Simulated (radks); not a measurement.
Results of a calculation; reference values are marked as such.
Q: The mean radii <r> (bohr) of the occupied orbitals of an atom or ion are listed with their occupations. Code: a radial shooting solver on a logarithmic mesh with Libxc functionals. Model: scalar-relativistic Kohn-Sham, PBE, spin-polarised, spherical densities, finite nucleus; Fermi nuclear charge, rms radius of each element as measured or else 0.836 A^(1/3) + 0.57 fm.

| orbital | occ. | <r> |
|---|---|---|
| 1s up | 1 | 0.02232 |
| 1s down | 1 | 0.02232 |
| 2s up | 1 | 0.09512 |
| 2s down | 1 | 0.09511 |
| 2p up | 3 | 0.08390 |
| 2p down | 3 | 0.08389 |
| 3s up | 1 | 0.2489 |
| 3s down | 1 | 0.2488 |
| 3p up | 3 | 0.2471 |
| 3p down | 3 | 0.2470 |
| 3d up | 5 | 0.2248 |
| 3d down | 5 | 0.2248 |
| 4s up | 1 | 0.5392 |
| 4s down | 1 | 0.5394 |
| 4p up | 3 | 0.5604 |
| 4p down | 3 | 0.5608 |
| 4d up | 5 | 0.5801 |
| 4d down | 2 | 0.5810 |

Name the element and its charge. Open shells, if any, are filled with parallel spins first.

A: Z = 63, europium, charge +20: Eu20+ in [Kr] 4d7. The 1s radius gives Z: for a bare nucleus <r> = (2 gamma + 1)/(2Z) with gamma = sqrt(1 - (Z/c)^2), 0.02203 bohr for Z = 63, and screening makes it slightly larger (0.02232 here). The occupations add up to 43, and the charge is Z minus that.
